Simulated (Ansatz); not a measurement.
Start from `CNBF` and change one atom or group to get `FBN[CH2][SnH3]`.

Ansatz, PBE0-D4/def2-TZVP geometries, multiplicity 1. Each molecule was computed in one conformer, which needn't be the lowest.

Elements past krypton have def2 core potentials.

```csv
property,`CNBF`
LUMO energy (B3LYP/def2-TZVPP) / eV,0.62
HOMO energy (ωB97M-V/def2-TZVPP) / eV,-10.13
LUMO energy (ωB97M-V/def2-TZVPP) / eV,2.39
HOMO–LUMO gap (PBE/def2-TZVPP) / eV,6.35
"ideal-gas entropy at 298 K and 1 bar (rigid rotor, harmonic PBE0-D4/def2-TZVP) / J/(mol·K)",291
HOMO–LUMO gap (PBE0/def2-TZVPP) / eV,8.67
```

Task: Give the same properties after the change, and the shifts. (Best estimate.)

Result: Computed: 
| property | `FBN[CH2][SnH3]` | shift |
| --- | --- | --- |
| LUMO energy (B3LYP/def2-TZVPP) / eV | -0.24 | -0.86 |
| HOMO energy (ωB97M-V/def2-TZVPP) / eV | -9.28 | 0.85 |
| LUMO energy (ωB97M-V/def2-TZVPP) / eV | 1.35 | -1.04 |
| HOMO–LUMO gap (PBE/def2-TZVPP) / eV | 5.21 | -1.14 |
| ideal-gas entropy at 298 K and 1 bar (rigid rotor, harmonic PBE0-D4/def2-TZVP) / J/(mol·K) | 376 | 85 |
| HOMO–LUMO gap (PBE0/def2-TZVPP) / eV | 7.13 | -1.54 |

With PBE0 the HOMO rises by 0.66 eV and the LUMO falls by 0.88 eV, so the gap narrows by about 1.54 eV. PBE moves the HOMO by 0.44 eV and ωB97M-V by 0.85 eV. The zero-point energy changes by 26.2 kJ/mol with +9 modes. Modes under 60 cm⁻¹, often nearly free rotors, make the harmonic entropy too high.

B3LYP here is the variant with VWN-RPA as its local correlation; programs differ in this.
